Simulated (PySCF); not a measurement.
## Electronic structure of Mo²⁺ (molybdenum, charge +2) at the UHF level

Configuration: [Kr] 4d3 5s1, high-spin 5F determinant (an excited configuration). Calculation: PySCF 2.14, in aug-cc-pwCVDZ-PP with ECP28MDF (6s6p5d3f, 70 functions); a scalar-relativistic core potential.

| Quantity | Value |
| --- | --- |
| Total energy | -66.415989 hartree |
| One-electron energy | -105.5321 hartree |
| Hartree (Coulomb) energy | 45.8140 hartree |
| Exchange energy | -6.6979 hartree |
| ⟨S²⟩ | 6.0047 |
| ⟨L²⟩ | 12.056 |
| Sum of ⟨r⟩ | 17.59 bohr |
| Sum of ⟨r²⟩ | 32.25 bohr² |

```
shell  electrons  mean orbital energy (hartree)  rms radius, mean of both spins (bohr)
 4s α          1                       -3.85173                                   1.18
 4s β          1                       -3.66405                                   1.18
 4p α          3                       -2.70296                                   1.31
 4p β          3                       -2.46958                                   1.31
 4d α          3                       -1.14934                                   1.78
 5s α          1                       -0.81848                                   3.11
```

Energies and moments cover only the electrons outside the core potential.
